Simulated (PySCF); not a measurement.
# Computed structure and properties of EuCl3(NH3)

System: EuCl3(NH3) (singlet in the valence; each metal's 4f electrons, 6 of them, lie in its core potential, out of spins and levels); start: template (C3v). Method: PySCF 2.14.0, RKS r2SCAN, Eu lcecp-1-SVP with ECP52, Cl def2-SVP, N def2-SVP, H def2-SVP; non-relativistic Hamiltonian with scalar-relativistic core potentials where named; density fitting; no spin-orbit coupling.

Input of the relaxation:

```python
mol = gto.M(atom='''
Eu    -0.10080     0.10080    -0.10080
Cl     1.42680     1.62840     1.42680
Cl    -1.62840    -1.42680     1.42680
Cl     1.42680    -1.42680    -1.62840
N     -1.57020     1.57020    -1.57020
H     -2.18330     2.18330    -1.03310
H     -1.03310     2.18330    -2.18330
H     -2.18330     1.03310    -2.18330''',
    basis={'Eu': 'lcecp-1-SVP', 'Cl': 'def2-SVP', 'N': 'def2-SVP', 'H': 'def2-SVP'},
    ecp={'Eu': 'lcecp-1-SVP'},
    charge=0, spin=0)
mf = dft.RKS(mol, xc='R2SCAN')
mf.grids.atom_grid = (50, 194)  # f atoms: unpruned, at least (60, 302)
mf = mf.density_fit()  # fitting sets: Eu AutoAux, Cl def2-universal-JKFIT, N def2-universal-JKFIT, H def2-universal-JKFIT
mf.conv_tol = 1e-08; mf.max_cycle = 55
mf.kernel(dm0)  # dm0: converged density of the start geometry
# quasi-Newton relaxation in Cartesian coordinates to a largest gradient under 0.00045 Eh/bohr, steps kept in the point group
```

Run from Python with OMP_NUM_THREADS=2; the lines above give its settings. Where DIIS fails, smearing, a level shift and second-order steps follow.
It took 74 s on 2 threads of Arm Neoverse V1 (shared host), from the converged density of the start.

Course of the relaxation:

```
step  energy above end (eV)  largest force component within the symmetry (eV/Å)
   0                 0.4341                                               1.081
   1                 0.2116                                               0.651
   2                 0.1087                                               0.220
   3                 0.0889                                               0.152
   4                 0.0337                                               0.133
   5                 0.0210                                               0.164
   6                 0.0075                                               0.100
   7                 0.0029                                               0.099
   8                 0.0011                                               0.072
   9                 0.0004                                               0.036
  10                 0.0000                                               0.006
```

Relaxed geometry (C3v):

```xyz
8

Eu    0.0429   -0.0429    0.0429
Cl    1.1653    1.9354    1.1653
Cl   -1.9354   -1.1653    1.1653
Cl    1.1653   -1.1653   -1.9354
N    -1.4015    1.4015   -1.4015
H    -2.0137    2.0137   -0.8546
H    -0.8546    2.0137   -2.0137
H    -2.0137    0.8546   -2.0137
```

```csv
contact,Å
Eu1–Cl2 (Cl),2.536
Eu1–Cl3 (Cl),2.536
Eu1–Cl4 (Cl),2.536
Eu1–N5 (NH3),2.502
```

On the finer grid (75, 302):

The HOMO is -7.40 eV. The LUMO is -1.43 eV, the dipole about the centre of mass is 4.96 D and the set of Mulliken populations of Eu1 outside the core potential is s 2.26, p 6.38, d 1.46, f 0.05. The D3(BJ) dispersion energy (not in the energies) is -0.068 eV.

```
atom  Mulliken (e)  Löwdin (e)  spin (e)
 Eu1          0.84       -0.13      0.00
 Cl2         -0.36       -0.07      0.00
 Cl3         -0.36       -0.07      0.00
 Cl4         -0.36       -0.07      0.00
  N5         -0.31       -0.01      0.00
  H6          0.19        0.12      0.00
  H7          0.19        0.12      0.00
  H8          0.19        0.12      0.00
```

The 4f levels lie in the core potential and are missing. Their spin isn't counted.

No frequency check is given for this geometry.

Taking off one Cl (charge -1, singlet; the rest: singlet) in vacuum, both parts rigid, costs 8.80 eV; the small basis without counterpoise inflates it. Most of it is the attraction of opposite charges; other ways to part are cheaper, and one spin state was tried for the rest.

Rigid scan of Cl along the line from its metal:

distance to Cl2 (Å), energy (eV) and a bar:
```
     2.24      0.745 #######
     2.34      0.291 ###
     2.44      0.065 #
     2.54      0.000 
     2.64      0.048 
     2.74      0.172 ##
     2.94      0.559 #####
     3.24      1.272 ############
     3.64      2.205 #####################
     4.14      3.166 ##############################
```

Taking off one NH3 (charge 0, singlet; the rest: singlet) in vacuum, both parts rigid, costs 1.77 eV; the small basis without counterpoise inflates it.

Rigid scan of NH3 along the line from its metal:

```tsv
distance to N5 (Å)	energy (eV)
2.20	0.395
2.30	0.151
2.40	0.033
2.50	0.000
2.60	0.025
2.70	0.086
2.90	0.268
3.20	0.575
3.60	0.929
4.10	1.237
```

One start shape was tried, so this needn't be the lowest isomer.

An lcecp potential fixes the number of 4f electrons, so in runs with it no electron can move into or out of that shell.
